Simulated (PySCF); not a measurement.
Species: C8H7NS.
Atom-mapped SMILES: `[SH:1][c:2]1[cH:3][cH:4][cH:5][c:6]2[cH:7][cH:8][nH:9][c:10]12` (hydrogens: H11 on S1; H12 on C3; H13 on C4; H14 on C5; H15 on C7; H16 on C8; H17 on N9)

Computed with PySCF at CAM-B3LYP/def2-SVPD, non-relativistic, on one gas-phase PBE0-D3(BJ)/def2-SVP geometry that isn't relaxed in the solvent. The solvent is an IEF-PCM continuum (Bondi radii, 1.10 Å for H, scaled by 1.2), and excitations are vertical TDDFT with non-equilibrium linear response and a frozen core. The model holds no explicit solvent molecules, cavitation or dispersion.

Gas-phase singlets (H = HOMO, L = LUMO):

```tsv
state	E (eV)	λ (nm)	f	leading configurations
S1	4.788	259	0.130	H→L 71%, H-1→L 13%
S2	4.893	253	0.003	H→L+1 61%, H→L+2 14%
S3	5.021	247	0.071	H-1→L 45%, H→L+4 31%, H→L 21%
S4	5.574	222	0.008	H→L+2 48%, H→L+1 27%
S5	5.915	210	0.010	H→L+3 43%, H-1→L+1 37%, H-2→L+1 9%
```

Question: How does the list change in tetrahydrofuran (ε = 7.426)?

Answer: 
```json
{"state": "S1", "E (eV)": "4.735", "λ (nm)": "262", "f": "0.210", "leading configurations": "H→L 82%", "change by rank (eV)": "-0.053"}
{"state": "S2", "E (eV)": "4.978", "λ (nm)": "249", "f": "0.075", "leading configurations": "H-1→L 54%, H→L+3 32%, H→L 11%", "change by rank (eV)": "+0.085"}
{"state": "S3", "E (eV)": "5.141", "λ (nm)": "241", "f": "0.004", "leading configurations": "H→L+1 52%, H→L+2 20%", "change by rank (eV)": "+0.120"}
{"state": "S4", "E (eV)": "5.674", "λ (nm)": "219", "f": "0.015", "leading configurations": "H→L+1 36%, H→L+2 33%", "change by rank (eV)": "+0.100"}
{"state": "S5", "E (eV)": "5.888", "λ (nm)": "211", "f": "0.709", "leading configurations": "H→L+3 42%, H-1→L 31%, H-2→L 21%", "change by rank (eV)": "-0.027"}
```

Question: What are the lowest 5 singlets in acetonitrile (ε = 35.69)?

Answer: 
```tsv
state	E (eV)	λ (nm)	f	leading configurations	change by rank (eV)
S1	4.741	262	0.202	H→L 82%	-0.047
S2	4.979	249	0.068	H-1→L 54%, H→L+3 33%, H→L 10%	+0.086
S3	5.199	238	0.004	H→L+1 50%, H→L+2 20%	+0.178
S4	5.697	218	0.014	H→L+1 38%, H→L+2 29%, H→L+5 9%	+0.123
S5	5.902	210	0.664	H→L+3 39%, H-1→L 30%, H-2→L 24%	-0.013
```

Question: The ground-state energy changes by -0.317 eV from gas to acetonitrile. By how much does the total energy of gas-phase S1 change?

Answer: E(S1) = E(S0) + excitation energy, so it changes by -0.317 − 0.047 = -0.364 eV: it is lowered more than the ground state, which is what a red shift means. This is the vertical state, with the slow part of the continuum still set for S0.

Question: How do the frontier levels move from gas to acetonitrile?

Answer: 
```tsv
orbital	gas (eV)	solvent (eV)	change (eV)	Löwdin shares, gas	Löwdin shares, solvent
LUMO+2	1.29	1.39	+0.10	S1 61 %, C2 7 %, H17 5 %, H11 5 %	S1 71 %, C2 8 %, H11 5 %
LUMO+1	0.79	1.06	+0.27	S1 46 %, H11 17 %, H17 11 %, H12 5 %	S1 49 %, H11 12 %, H17 6 %, C3 6 %
LUMO	0.44	0.40	-0.04	C2 17 %, C5 15 %, C8 14 %, C3 12 %	C2 18 %, C5 15 %, C8 13 %, C3 12 %
HOMO	-7.01	-7.05	-0.04	S1 17 %, C5 15 %, C2 14 %, C7 11 %	S1 16 %, C5 15 %, C2 14 %, C7 12 %
HOMO-1	-7.71	-7.74	-0.03	C10 20 %, C8 16 %, C4 12 %, C6 12 %	C10 20 %, C8 16 %, C4 12 %, C6 12 %
HOMO-2	-8.61	-8.63	-0.02	S1 29 %, C7 16 %, N9 12 %, C6 10 %	S1 30 %, C7 16 %, N9 13 %, C6 10 %
HOMO-3	-10.26	-10.33	-0.07	S1 21 %, C5 17 %, C6 14 %, C2 11 %	S1 21 %, C5 17 %, C6 14 %, C2 12 %
```

The HOMO–LUMO gap goes from 7.45 to 7.45 eV.

The values belong to the conformer `[SH:1][c:2]1[cH:3][cH:4][cH:5][c:6]2[cH:7][cH:8][nH:9][c:10]12`: H–S1–C2–C3 0°.
